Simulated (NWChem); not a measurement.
System: CH2NO anion

NWChem input:

```
start job
memory heap 200 mb stack 900 mb global 1100 mb
charge -1
geometry units angstroms noautosym nocenter noautoz
  N      0.133236    -1.202342     0.000000
  C     -0.363875     0.015665     0.000000
  O      0.201039     1.149295     0.000000
  H      1.157155    -1.108337     0.000000
  H     -1.492110     0.015980     0.000000
end
basis spherical
  * library 6-31+g*
end
dft
  xc m06-2x
  iterations 150
end
cosmo
  do_cosmo_smd true
  solvent anisole
end
task dft energy
```

Output (shortened):

```
             Northwest Computational Chemistry Package (NWChem) 7.3.0
             --------------------------------------------------------

                             Geometry "geometry" -> ""
                             -------------------------

 Output coordinates in angstroms (scale by  1.889725989 to convert to a.u.)

  No.       Tag          Charge          X              Y              Z
 ---- ---------------- ---------- -------------- -------------- --------------
    1 N                    7.0000     0.13323600    -1.20234200     0.00000000
    2 C                    6.0000    -0.36387500     0.01566500     0.00000000
    3 O                    8.0000     0.20103900     1.14929500     0.00000000
    4 H                    1.0000     1.15715500    -1.10833700     0.00000000
    5 H                    1.0000    -1.49211000     0.01598000     0.00000000

 Effective nuclear repulsion energy (a.u.)      63.4524471743

                                 NWChem DFT Module
                                 -----------------

 Summary of "ao basis" -> "ao basis" (spherical)
 ------------------------------------------------------------------------------
       Tag                 Description            Shells   Functions and Types
 ---------------- ------------------------------  ------  ---------------------
 N                          6-31+g*                  8       18   4s3p1d
 C                          6-31+g*                  8       18   4s3p1d
 O                          6-31+g*                  8       18   4s3p1d
 H                          6-31+g*                  2        2   2s

 in cosmo_initialize ...
 calling solv_data for solv:anisole

 solvent parameters
 solvname_short: anisole
 solvname_long:  anisole
 dielec:        4.2247
 dielecinf:     2.3025
 nonaqueous SMD model solvent descriptors
 dielec:        4.2247
 sola:          0.0000
 solb:          0.2900
 solc:          0.7500
 solg:         50.5200
 solh:          0.0000
 soln:          1.5174

          ---------------
          -cosmo- solvent
          ---------------
 Cosmo: York-Karplus, doi: 10.1021/jp992097l
 dielectric constant -eps-     =   4.22
 screen = (eps-1)/(eps    )    =   0.76330
 surface charge correction     = lagrangian

   van der Waals surface
 --------------------------

[...]

                                COSMO-SMD solvation results
                                ---------------------------

             internal energy in gas <Psi(g)|H|Psi(g)> =      -169.238795724854
         internal energy in solvent <Psi(s)|H|Psi(s)> =      -169.237978074781
                               delta internal energy  =         0.000817650073 (    0.51 kcal/mol)
   total free energy in solvent <Psi(s)|H+V/2|Psi(s)> =      -169.317898362290
 polarization energy contribution <Psi(s)|V/2|Psi(s)> =        -0.079920287510 (  -50.15 kcal/mol)
    total free energy in solvent including G(SMD-CDS) =      -169.316577741018
                       G(SMD-CDS) energy contribution =         0.001320621273 (    0.83 kcal/mol)
     1 M fixed-concentration free energy of solvation =        -0.077782016164 (  -48.81 kcal/mol)

                       DFT Final Molecular Orbital Analysis
                       ------------------------------------

 Vector   10  Occ=2.000000D+00  E=-2.806809D-01
              MO Center= -6.0D-02, -8.2D-01, -1.4D-10, r^2= 2.1D+00
   Bfn.  Coefficient  Atom+Function         Bfn.  Coefficient  Atom+Function
  ----- ------------  ---------------      ----- ------------  ---------------
     6      0.337847  1 N  s                  3     -0.306808  1 N  px
     4     -0.292811  1 N  py                58     -0.221662  5 H  s
    39     -0.207530  3 O  px                 8     -0.196373  1 N  py
    10      0.195254  1 N  s                 56     -0.187788  4 H  s
     7     -0.185365  1 N  px                 2      0.169392  1 N  s

 Vector   11  Occ=2.000000D+00  E=-2.390595D-01
              MO Center=  8.9D-03,  5.4D-01,  3.0D-11, r^2= 2.0D+00
   Bfn.  Coefficient  Atom+Function         Bfn.  Coefficient  Atom+Function
  ----- ------------  ---------------      ----- ------------  ---------------
    39      0.484603  3 O  px                43      0.334892  3 O  px
     4     -0.270115  1 N  py                40     -0.260524  3 O  py
     8     -0.209962  1 N  py                58      0.198338  5 H  s
    44     -0.192091  3 O  py                57      0.131459  5 H  s
    28      0.119364  2 C  s                 47      0.110485  3 O  px

 Vector   12  Occ=2.000000D+00  E=-2.217242D-01
              MO Center=  1.4D-01, -2.5D-01,  1.0D-10, r^2= 2.2D+00
   Bfn.  Coefficient  Atom+Function         Bfn.  Coefficient  Atom+Function
  ----- ------------  ---------------      ----- ------------  ---------------
     5      0.443061  1 N  pz                41     -0.406957  3 O  pz
     9      0.350169  1 N  pz                45     -0.301370  3 O  pz
    13      0.142901  1 N  pz                49     -0.110652  3 O  pz
    23      0.075587  2 C  pz                27      0.049365  2 C  pz
    33     -0.046034  2 C  d -1

 Vector   13  Occ=0.000000D+00  E= 7.205820D-02
              MO Center=  5.0D-01, -2.1D-01,  2.9D-09, r^2= 1.1D+01
   Bfn.  Coefficient  Atom+Function         Bfn.  Coefficient  Atom+Function
  ----- ------------  ---------------      ----- ------------  ---------------
    28      4.385898  2 C  s                 10     -3.089181  1 N  s
    46     -1.421359  3 O  s                 29      0.937514  2 C  px
    12     -0.795306  1 N  py                24      0.567032  2 C  s
    30     -0.485589  2 C  py                48      0.235255  3 O  py
    25      0.215596  2 C  px                56      0.148202  4 H  s

[...]
```

Level: M06-2X/6-31+G* (spherical d), SMD on the gas-phase geometry. Structure relaxed at the B3LYP/def2-SVPD level. Solvent: anisole.
